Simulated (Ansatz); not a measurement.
Si₆W⁺. Charge 1, multiplicity 2. Geometry PBE-D4/def2-SVP.

```csv
atom,x (Å),y (Å),z (Å)
W1,-0.557,-1.243,-1.197
Si2,0.344,2.425,0.421
Si3,1.541,-1.608,-0.103
Si4,0.578,0.169,1.238
Si5,-1.428,0.847,-0.188
Si6,0.829,0.742,-1.277
Si7,-1.306,-1.333,1.107
```

In the def2 sets W takes a core potential; there is no spin–orbit coupling. At HF/def2-TZVP the charge 1 doublet is spin-contaminated (final ⟨S²⟩ up to 1.73, 0.75 for a pure state). The structure comes from a short search, and lower isomers may exist.

Question: Estimate the α-spin orbital energies around the gap (eV) in Ansatz with HF/def2-TZVP, PBE-D4/def2-SVP, revPBE-D4/def2-TZVP, PBE0-D4/def2-SVP, PBE0-D4/def2-TZVP.

Answer: 
| orbital | HF/def2-TZVP | PBE-D4/def2-SVP | revPBE-D4/def2-TZVP | PBE0-D4/def2-SVP | PBE0-D4/def2-TZVP |
| --- | --- | --- | --- | --- | --- |
| HOMO−5 | -13.52 | -11.24 | -10.96 | -12.07 | -11.81 |
| HOMO−4 | -13.22 | -10.68 | -10.42 | -11.56 | -11.30 |
| HOMO−3 | -13.14 | -10.50 | -10.27 | -11.33 | -11.12 |
| HOMO−2 | -12.65 | -10.26 | -10.02 | -11.16 | -10.94 |
| HOMO−1 | -12.63 | -10.24 | -9.99 | -11.12 | -10.90 |
| HOMO | -11.96 | -9.30 | -9.08 | -10.23 | -10.00 |
| LUMO | -4.76 | -8.45 | -8.22 | -7.83 | -7.61 |
| LUMO+1 | -4.67 | -8.18 | -7.96 | -7.51 | -7.31 |
| LUMO+2 | -4.34 | -7.80 | -7.61 | -7.25 | -7.09 |
| LUMO+3 | -3.70 | -7.58 | -7.36 | -6.95 | -6.74 |
| LUMO+4 | -3.54 | -7.23 | -7.07 | -6.61 | -6.47 |
| LUMO+5 | -3.10 | -6.56 | -6.47 | -5.95 | -5.89 |
| β HOMO | -12.36 | -10.11 | -9.86 | -10.96 | -10.74 |
| β LUMO | -4.36 | -8.62 | -8.36 | -7.84 | -7.62 |
